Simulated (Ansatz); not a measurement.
A series at B: from `NB(N)N`, ligands are replaced one by one, each step taking up H₂ and setting free NH₃; n counts the steps. Ansatz, PBE0-D4/def2-TZVP geometries. Each molecule was computed in one conformer, which needn't be the lowest.

CBS adds triple-zeta CCSD(T) − MP2 to the MP2 limit, frozen cores; atoms without spin–orbit coupling. 

```csv
n,molecule,"atomization energy, CCSD(T)/CBS (kJ/mol)"
0,`NB(N)N`,?
1,`NBN`,2953.0
2,`BN`,2095.4
3,BH₃,1175.4
```

Q: By hand: fit a straight line y = ȳ + b (n − n̄) to the 3 given rows and predict n = 0.

A: n̄ = 2.000, ȳ = 2074.60; Σ(n − n̄)(y − ȳ) = -1777.60, Σ(n − n̄)² = 2.000, so b = -888.80 kJ/mol a step. Prediction: 2074.60 + (-888.80) × (-2.000) = 3852.2 kJ/mol.

Q: By hand: compare with the computed value, 3784.6 kJ/mol, and give the steps along the whole series.

A: The line misses by -67.6 kJ/mol (computed minus predicted). Steps: -831.6, -857.6, -920.0 kJ/mol.

The steps differ by up to 88.4 kJ/mol, small against a whole step but well beyond the method's doubt, so the ligands' effects don't simply add. The miss is 2.6 % of the series' range. The energies themselves are unsure by some kJ/mol a bond, though much of that is common to the series.
